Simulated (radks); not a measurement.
Neutral ruthenium inside a hard spherical wall (all orbitals vanish at R), configuration held at [Kr] 4d7 5s1 and not refilled when levels cross. All-electron calculation, scalar-relativistic Kohn-Sham, r2SCAN, spin-polarised, spherical densities, finite nucleus; open shells are filled with parallel spins first (spin-orbit coupling, left out, can overturn this in heavy ions); meta-GGA in the generalised Kohn-Sham scheme; Fermi nuclear charge, rms radius 4.4809 fm. Program: a radial shooting solver on a logarithmic mesh with Libxc functionals. Eigenvalues in eV for spin up, with the zero of energy where the potential of the charges vanishes at infinity; a dash marks a level that is unbound or too diffuse for the functional's potential to be trusted. A positive occupied level is held by the wall or, in an anion where self-interaction has pushed it up, behind a barrier. The pressure on the wall is -dE/dV.

R (bohr)  E (hartree)  kinetic (hartree)    e(4s)    e(4p)   e(4d)   e(5s)  e(5p, empty)  e(6s, empty)  pressure (GPa)
free      -4531.39370           4685.947  -79.366  -48.739  -6.282  -5.029        -0.925             -               0
20        -4531.39370           4685.947  -79.366  -48.739  -6.282  -5.029        -0.925             -        < 0.0001
10        -4531.39345           4685.950  -79.343  -48.716  -6.261  -5.012        -0.807         3.040         0.00695
4         -4531.01858           4687.666  -73.536  -43.108  -1.067   3.190        11.886        50.475            77.0
3.5       -4530.61824           4689.261  -70.047  -39.798   2.334   9.876        20.670        75.620             224
2.5       -4527.15288           4702.381  -53.422  -23.455  21.457  54.222        73.517        203.62            3090
2         -4519.10153           4730.906  -29.941    1.587  52.107  131.86        158.71        384.76           16700
